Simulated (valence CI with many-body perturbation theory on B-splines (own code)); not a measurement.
# Ar VI: electric-dipole lines

Computed by configuration interaction combined with many-body perturbation theory (CI+MBPT): three valence electrons over a frozen Dirac-Fock core [Ne], a basis of 11 s, 11 p, 10 d, 8 f, 5 g, 2 h functions for each j, with the one-electron correlation potential Σ1 (screened to all orders), the two-electron term Σ2, the three-electron term Σ3, Breit, model QED; selected single and double excitations, second order for the rest, scaled by the run's own slope (own B-spline code, finite nucleus).

Set against measurement, 40 paired levels are off by 113 cm⁻¹ on average, the worst by 297. These come from a selection out of Saloman, J. Phys. Chem. Ref. Data 39, 033101 (2010). Levels without a partner in it may be off by more. 2 measured levels below the end of the list, from 525050 cm⁻¹ on, found no clear computed partner, and computed levels of the same name lie up to 11254 cm⁻¹ from them.

Lines 1 to 50 of 518 in falling wavelength, among levels below 76.926 eV, chosen from the strongest by gf and those to the six lowest levels. Wavelengths and rates use the calculated energies, so an error of 100 cm⁻¹ moves a line at 12970 Å by 1.3 % and its rate by three times that or more. Electric multipoles are in the length gauge, E1 and E2 with the static RPA response of the core. Weak lines are less certain than strong ones. Lines between different terms over intervals too small for the method are left out, as are lines whose strength nearly cancels. Where a level lies close to another of its J and parity, the split of strength between their lines is uncertain. The highest levels of a list are the least certain.

Names give the largest LS component (configuration and term), which can be under half, so a name can repeat, a term be missing and a line seem to break the LS rules; names also repeat where a configuration has a term twice. Letters in brackets count levels of one name in rising energy.

```csv
λ vac (Å),Upper,Lower,A (s⁻¹),S (a.u.) with core polarisation,S without
12970,3s²5f ²F°_5/2,3s²5d ²D_3/2 [b],3.50e+06,2.26e+01,2.26e+01
12790,3s²5f ²F°_7/2,3s²5d ²D_5/2 [b],3.17e+06,2.62e+01,2.62e+01
10030,3s²6p ²P°_1/2,3s²6s ²S_1/2,1.74e+07,1.73e+01,1.73e+01
9870,3s²6p ²P°_3/2,3s²6s ²S_1/2,1.82e+07,3.46e+01,3.46e+01
8332,3s²6p ²P°_1/2,3s3d² ²S_1/2,2.04e+07,1.17e+01,1.17e+01
8223,3s²6p ²P°_3/2,3s3d² ²S_1/2,2.13e+07,2.33e+01,2.33e+01
6209,3p²4s ⁴P_5/2,3s²6p ²P°_3/2,9.05e+06,6.41e+00,6.41e+00
6186,3s²6d ²D_3/2,3s²6p ²P°_3/2,2.71e+07,1.26e+01,1.27e+01
6179,3s²6d ²D_5/2,3s²6p ²P°_3/2,1.54e+08,1.07e+02,1.07e+02
6125,3s²6d ²D_3/2,3s²6p ²P°_1/2,1.39e+08,6.29e+01,6.29e+01
5609,3s3p4d ²F°_7/2,3s²5d ²D_5/2 [a],1.44e+07,1.00e+01,1.00e+01
4825,3s²5f ²F°_5/2,3s²5d ²D_3/2 [a],7.94e+07,2.64e+01,2.64e+01
4814,3s²5f ²F°_7/2,3s²5d ²D_5/2 [a],7.69e+07,3.39e+01,3.39e+01
4529,3s²5d ²D_5/2 [a],3s²5p ²P°_3/2,8.11e+07,2.23e+01,2.23e+01
4516,3s²5d ²D_3/2 [a],3s²5p ²P°_1/2,6.56e+07,1.19e+01,1.19e+01
4259,3s²5p ²P°_1/2,3s²5s ²S_1/2,1.47e+08,1.12e+01,1.12e+01
4208,3s²5p ²P°_3/2,3s²5s ²S_1/2,1.53e+08,2.25e+01,2.25e+01
4015,3s3p4f ⁴F_9/2,3s3p4d ⁴F°_7/2,2.08e+07,6.64e+00,6.64e+00
3981,3s3p4f ⁴F_7/2,3s3p4d ⁴F°_5/2,2.91e+07,7.24e+00,7.24e+00
3936,3s3p4f ⁴G_5/2,3s3p4d ⁴F°_3/2,4.43e+07,8.00e+00,7.99e+00
3907,3s3p4f ⁴G_9/2,3s3p4d ⁴F°_9/2,1.59e+07,4.69e+00,4.68e+00
3871,3s3p4f ⁴G_7/2,3s3p4d ⁴F°_7/2,2.29e+07,5.23e+00,5.22e+00
3863,3s3p4f ⁴G_11/2,3s3p4d ⁴F°_9/2,9.77e+07,3.33e+01,3.33e+01
3851,3s3p4f ⁴F_5/2,3s3p4d ⁴F°_5/2,2.33e+07,3.95e+00,3.94e+00
3791,3s3p4f ⁴G_9/2,3s3p4d ⁴F°_7/2,6.73e+07,1.81e+01,1.81e+01
3788,3s3p4f ⁴F_5/2,3s3p4d ⁴F°_3/2,3.40e+07,5.47e+00,5.47e+00
3778,3s3p4f ⁴G_7/2,3s3p4d ⁴F°_5/2,5.09e+07,1.08e+01,1.08e+01
3713,3s3p4f ⁴D_7/2,3s3p4d ⁴P°_5/2,5.92e+07,1.20e+01,1.20e+01
3658,3s3p4f ⁴D_3/2,3s3p4d ⁴P°_1/2,4.15e+07,4.02e+00,4.01e+00
3652,3s3p4f ⁴D_5/2,3s3p4d ⁴P°_3/2,5.97e+07,8.62e+00,8.61e+00
3627,3s3p4f ⁴D_1/2,3s3p4d ⁴P°_1/2,8.98e+07,4.23e+00,4.23e+00
3610,3s3p4f ⁴D_3/2,3s3p4d ⁴P°_3/2,5.97e+07,5.54e+00,5.54e+00
3577,3s3p4f ⁴D_5/2,3s3p4d ⁴P°_5/2,3.19e+07,4.32e+00,4.32e+00
3574,3s3p4f ²F_7/2,3s3p4d ⁴P°_5/2,3.91e+07,7.04e+00,7.04e+00
3420,3s3p4f ⁴F_9/2,3s3p4d ⁴D°_7/2,1.00e+08,1.98e+01,1.98e+01
3416,3s3p4f ⁴F_7/2,3s3p4d ⁴D°_5/2,7.13e+07,1.12e+01,1.12e+01
3415,3s3p4f ⁴G_5/2,3s3p4d ⁴D°_3/2,4.50e+07,5.30e+00,5.30e+00
3353,3s3p4f ⁴F_3/2,3s3p4d ⁴D°_1/2,9.16e+07,6.82e+00,6.82e+00
3303,3s3p4f ⁴F_5/2,3s3p4d ⁴D°_3/2,5.05e+07,5.39e+00,5.38e+00
3266,3s3p4f ⁴G_7/2,3s3p4d ⁴D°_5/2,3.72e+07,5.11e+00,5.11e+00
3261,3s²4f ²F°_7/2,3s²4d ²D_5/2,1.56e+08,2.13e+01,2.13e+01
3257,3s²4f ²F°_5/2,3s²4d ²D_3/2,1.46e+08,1.49e+01,1.49e+01
3257,3s3p4f ⁴G_9/2,3s3p4d ⁴D°_7/2,2.60e+07,4.43e+00,4.43e+00
3237,3s3p4f ²G_7/2,3s²5f ²F°_5/2,2.48e+07,3.33e+00,3.33e+00
3161,3s3p4f ²D_3/2,3s3p4d ²P°_1/2,1.06e+08,6.63e+00,6.63e+00
3154,3s3p4f ²D_5/2,3s3p4d ²P°_3/2,1.38e+08,1.28e+01,1.28e+01
3135,3s3p4f ²G_9/2,3s²5f ²F°_7/2,5.48e+07,8.34e+00,8.34e+00
3078,3s²6p ²P°_1/2,3s²5d ²D_3/2 [b],2.30e+08,6.62e+00,6.62e+00
3077,3s²6p ²P°_3/2,3s²5d ²D_5/2 [b],2.02e+08,1.16e+01,1.16e+01
2897,3s3p4f ⁴D_7/2,3s3p4d ²D°_5/2,5.37e+07,5.16e+00,5.16e+00
```
